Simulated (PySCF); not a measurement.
Computed shifts of a molecule C₂H₉NSi, PBE/pcSseg-1 run with PySCF, GIAO, gas phase, atoms alike by connectivity averaged where their shifts nearly agree, in ppm (number of nuclei): ²⁹Si: -28.3 (1). ¹⁵N: 11.1 (1). ¹³C: 12.8 (1), 11.5 (1). ¹H: 5.36 (1), 5.01 (1), 1.40 (3), 1.23 (1), 0.75 (1), 0.36 (1), 0.14 (1). References: ²⁹Si against TMS (σ = 335.4 ppm); ¹⁵N against NH3 (σ = 267.0 ppm); ¹³C against TMS (σ = 182.0 ppm); ¹H against TMS (σ = 31.49 ppm), references at their B3LYP-D3(BJ)/def2-TZVP geometries, non-relativistic. The structure is a stationary point at r2SCAN-D4/def2-SVP. One conformer was computed; it need not be the lowest.

### Question
Pick the molecule that these values belong to.
A) CC[SiH2]N
B) C[SiH2]CN
C) C[SiH](C)N
D) C[C@@H](N)[SiH3]

### Answer
A, CC[SiH2]N
